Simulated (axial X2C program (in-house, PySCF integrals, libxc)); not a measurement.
# Outer orbitals of HfP at 2.187 Å, TPSSh

Calculated with an in-house relativistic program for diatomic molecules. Spin-free means the one-electron spin-free X2C Hamiltonian; two-component (2c) means X2C with spin–orbit coupling and atomic mean-field two-electron Coulomb and Gaunt terms, so the difference of the two also holds small scalar two-electron terms. Basis: Hf dyall-cv3z [13s14p9d7f4g], P dyall-v3z [8s7p2d1f] (cores contracted in-house); Gaussian nuclei, density fitting, unrestricted open shells. Masses: Hf 179.947 u, P 30.974 u.

The distance is close to the 2c PBE0 minimum; the highest filled and lowest empty levels are listed.

Spin-free orbitals, state M_S = 1/2, Λ = 0 (beyond evenly filled blocks: σα) (Löwdin shares):

| symmetry | occupied | ε (eV) | atomic character |
| --- | --- | --- | --- |
| φ+α | yes | -18.82 | 100% Hf f |
| φ-α | yes | -18.82 | 100% Hf f |
| φ+β | yes | -18.80 | 100% Hf f |
| φ-β | yes | -18.80 | 100% Hf f |
| δ-α | yes | -18.58 | 100% Hf f |
| δ+α | yes | -18.58 | 100% Hf f |
| δ-β | yes | -18.56 | 100% Hf f |
| δ+β | yes | -18.56 | 100% Hf f |
| σα | yes | -18.50 | 100% Hf f |
| π+α | yes | -18.50 | 100% Hf f |
| π-α | yes | -18.50 | 100% Hf f |
| π+β | yes | -18.42 | 100% Hf f |
| π-β | yes | -18.42 | 100% Hf f |
| σβ | yes | -18.38 | 100% Hf f |
| σα | yes | -13.29 | 61% P s, 13% Hf d, 10% Hf p |
| σβ | yes | -13.07 | 62% P s, 12% Hf d, 11% Hf p |
| σα | yes | -6.18 | 49% P p, 35% Hf s, 7% Hf p |
| σβ | yes | -5.72 | 51% P p, 29% Hf s, 7% Hf p |
| π+α | yes | -5.47 | 47% P p, 42% Hf d, 5% Hf p |
| π-α | yes | -5.47 | 47% P p, 42% Hf d, 5% Hf p |
| π-β | yes | -5.41 | 49% P p, 41% Hf d, 5% Hf p |
| π+β | yes | -5.41 | 49% P p, 41% Hf d, 5% Hf p |
| σα | yes | -5.09 | 47% Hf d, 32% Hf s, 14% P p |
| σβ | no | -3.42 | 43% Hf s, 36% Hf d, 12% P p |
| δ-α | no | -3.06 | 99% Hf d |
| δ+α | no | -3.06 | 99% Hf d |
| δ-β | no | -2.28 | 99% Hf d |
| δ+β | no | -2.28 | 99% Hf d |

Spinors with spin–orbit coupling (state Ω = 1/2):

| ω | occupied | ε (eV) | atomic character | λ mixture |
| --- | --- | --- | --- | --- |
| 3/2 | yes | -19.52 | 100% Hf f | 73% δ, 27% π |
| -3/2 | yes | -19.51 | 100% Hf f | 75% δ, 25% π |
| 1/2 | yes | -19.43 | 100% Hf f | 55% π, 45% σ |
| -1/2 | yes | -19.43 | 100% Hf f | 60% π, 40% σ |
| 7/2 | yes | -18.17 | 100% Hf f | 100% φ |
| -7/2 | yes | -18.15 | 100% Hf f | 100% φ |
| 5/2 | yes | -17.96 | 100% Hf f | 88% δ, 12% φ |
| -5/2 | yes | -17.95 | 100% Hf f | 89% δ, 11% φ |
| 3/2 | yes | -17.87 | 100% Hf f | 73% π, 27% δ |
| 1/2 | yes | -17.82 | 100% Hf f | 55% σ, 45% π |
| -3/2 | yes | -17.81 | 100% Hf f | 75% π, 25% δ |
| -1/2 | yes | -17.78 | 100% Hf f | 60% σ, 40% π |
| 1/2 | yes | -13.29 | 61% P s, 13% Hf d, 11% Hf p | 100% σ |
| -1/2 | yes | -13.09 | 62% P s, 12% Hf d, 11% Hf p | 100% σ |
| 1/2 | yes | -6.17 | 49% P p, 34% Hf s, 7% Hf p | 100% σ |
| -1/2 | yes | -5.73 | 51% P p, 27% Hf s, 10% Hf d | 95% σ, 5% π |
| -1/2 | yes | -5.52 | 46% P p, 40% Hf d, 5% Hf p | 95% π, 5% σ |
| 1/2 | yes | -5.49 | 45% P p, 41% Hf d, 5% Hf p | 93% π, 7% σ |
| 3/2 | yes | -5.43 | 48% P p, 42% Hf d, 4% Hf p | 100% π |
| -3/2 | yes | -5.37 | 49% P p, 41% Hf d, 4% Hf p | 100% π |
| 1/2 | yes | -5.06 | 46% Hf d, 30% Hf s, 17% P p | 93% σ, 7% π |
| -1/2 | no | -3.42 | 43% Hf s, 35% Hf d, 12% P p | 99% σ, 1% π |
| -3/2 | no | -3.23 | 98% Hf d | 99% δ, 1% π |
| 5/2 | no | -2.89 | 99% Hf d | 100% δ |
| 3/2 | no | -2.48 | 93% Hf d, 4% Hf p | 92% δ, 8% π |

Q: How does the gap between the highest filled and lowest empty level change from the spin-free to the 2c table?

A: From 1.67 to 1.64 eV at TPSSh, a change of -0.03 eV.

Mulliken charges and populations of the two-component result (they depend on the basis, above all on diffuse functions):

Hf 0.22 e (s 11.23 p 24.27 d 22.23 f 14.04 g 0.01), P -0.22 e (s 5.77 p 9.39 d 0.06 f 0.01). ⟨Lz⟩ = 0.00 ħ and ⟨Sz⟩ = 0.50 ħ (0.44 and 0.05 on the two atoms), which add up to Ω.

The state is a single determinant with fixed occupations, the lowest that a limited PBE0 search found. Density functionals use the spin component along the axis (collinear). The determinant is spin-polarised beyond a pure state at some levels (its spin-free form has ⟨S²⟩ too high), which makes Re and μ there less reliable.
